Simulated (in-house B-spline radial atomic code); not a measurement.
Results of a calculation; reference values are marked as such.
## Ne in an electron gas of r_s = 2.67: phase shifts, screening, friction and resistivity

A nucleus sits in a uniform electron gas with a rigid positive background. The Kohn-Sham equations are solved self-consistently in the spin-unpolarised LDA (PW92), non-relativistic, on B-splines with outgoing waves at the boundary and partial waves to l = 8. The model has no lattice, no bands and no magnetic solution. Atomic units; δ_l are the phase shifts at the Fermi level, counted so that each bound state adds π, and good to about 0.0005.

The density parameter is r_s = 2.67 bohr, near that of the valence electrons of Cu (1 per atom, density 8.96 g/cm³, mass 63.55 u, which gives r_s = 2.67).

```tsv
l	δ_l (rad)
0	5.7671
1	3.1061
2	0.1048
3	0.0126
4	0.0010
5	0.0001
6	0.0000
7	0.0000
8	0.0000
```

Bound levels below the band bottom (hartree): s -30.12, s -1.169, p -0.3453.

**Question.** Check the Friedel sum rule, and say where the screening charge sits.

**Answer.** k_F = (9π/4)^(1/3)/r_s = 0.71879. The rule is Z = (2/π) Σ (2l + 1) δ_l. The terms are s 3.671, p 5.932, d 0.334, f 0.056 and 0.006 beyond, in all 10.000 against Z = 10. Bound states hold 4 s, 6 p, 0 d electrons, so the scattering states carry 0.00 in all; where a term is smaller than its bound count, the bound level has drawn weight out of the band.

**Question.** Find the transport cross section and the electronic stopping of a 1 keV Ne ion (mass 20.18 u).

**Answer.** σ_tr = (4π/k_F²) Σ (l + 1) sin²(δ_l − δ_(l+1)). The terms for l = 0 to 3 are 0.2137, 0.0391, 0.0254, 0.0005, all together 0.2788, so σ_tr = 24.323 × 0.2788 = 6.781 bohr². With n = 3/(4π r_s³) = 0.01254, the friction coefficient is Q = n k_F σ_tr = 0.0611. For v well below v_F = 0.719, dE/dx = Q v; with 24801 eV per u at v = 1, v = √(1000/(24801 × 20.18)) = 0.0447, so dE/dx = 0.00273 hartree/bohr = 1.41 eV/nm. The largest term couples the s and p waves.

**Question.** What residual resistivity would 1 atomic per cent of such centres give in Cu?

**Answer.** Δρ = k_F n_i σ_tr/n in atomic units of 21.74 μΩ·cm. With one host atom per 1 electron, n_i/n = 0.01/1, so Δρ = 0.7188 × 0.01000 × 6.781 × 21.74 = 1.06 μΩ·cm. This is an atom added to the gas, as on an interstitial site.

**Question.** On a substitutional site the background of one host ion, a sphere holding 1 charge, is taken out. The phase shifts for l = 0 to 4 become 5.4186, 2.8720, 0.0154, 0.0032, 0.0003. What follows?

**Answer.** The Friedel sum is now 9.00, for Z − 1 = 9. The sum in σ_tr is 0.4727, so σ_tr = 11.50 bohr² and Δρ = 1.80 μΩ·cm per atomic per cent, 1.70 times the value above. A real host ion scatters too, so this model doesn't give zero even for the host's own atom.
